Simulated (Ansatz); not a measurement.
Compare A (`BO[SiH](C)F`) with its isomer B (`BC[SiH](O)F`).

Calculated with Ansatz (gas phase, PBE0-D4/def2-TZVP geometries, no zero-point term in ΔE). CCSD(T)/CBS is the MP2 limit (def2-TZVPP, def2-QZVPP) plus CCSD(T) − MP2 in def2-TZVPP, frozen cores. Functionals use def2-TZVPP. B3LYP here is the variant with VWN-RPA as its local correlation; programs differ in this. One conformer a species, not always the lowest.

Question: Which is lower in electronic energy at CCSD(T)/CBS, and by how much? (Best estimate.)

Answer: Computed: A, by 119.0 kJ/mol.

Question: Give E(B) − E(A) in kJ/mol with PBE0-D4, B3LYP-D4, HF/def2-TZVPP, CCSD(T)/def2-TZVPP, B2PLYP, MP2/def2-TZVPP, r2SCAN-D4. (Estimate.)

Answer: Ansatz gave: PBE0-D4 114.1, B3LYP-D4 123.6, HF/def2-TZVPP 133.9, CCSD(T)/def2-TZVPP 120.3, B2PLYP 124.5, MP2/def2-TZVPP 119.3, r2SCAN-D4 117.2. None reverses the order clearly.

Largest T1 diagnostic: 0.012.

In def2-TZVPP, CCSD(T) changes the Hartree–Fock value by −13.6 kJ/mol (the triples alone add −1.4 kJ/mol) and MP2 by −14.6 kJ/mol.
